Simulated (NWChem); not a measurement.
System: BeClF; SMILES [Be]([Cl])[F]

Computed with NWChem. Pople sets run with spherical d functions. Structure relaxed at the B3LYP/6-31G* (spherical d) level. Isotropic polarisability at PBE0/6-31+G*. A Cauchy series cut after its second term is a line in ω².

| row | ω² (10⁻³ Ha²) | α (bohr³) |
|---|---|---|
| static | 0.00 | 21.56 |
| 1065 nm | 1.83 | 21.76 |
| 589 nm | 5.98 | withheld |
| 400 nm | 12.97 | 23.03 |

**Question.** Fit a straight line of the last column on the one before it, predict the withheld value, and compare with the run.

**Answer.** 
1. Means of the 3 shown rows: x = 4.933, y = 22.117. Slope Σ(x − x̄)(y − ȳ)/Σ(x − x̄)² = 11.19/98.56 = 0.1136; intercept 21.556.
2. The shown rows scatter about the line by 0.003 (root mean square); the largest residual is 0.00, at static.
3. At x = 5.98 (589 nm; inside the shown range) the line gives 22.24.
4. The run gives 22.21, -0.03 from the line. The intercept estimates α(0), and the slope, 114 bohr³/Ha², the next Cauchy moment.
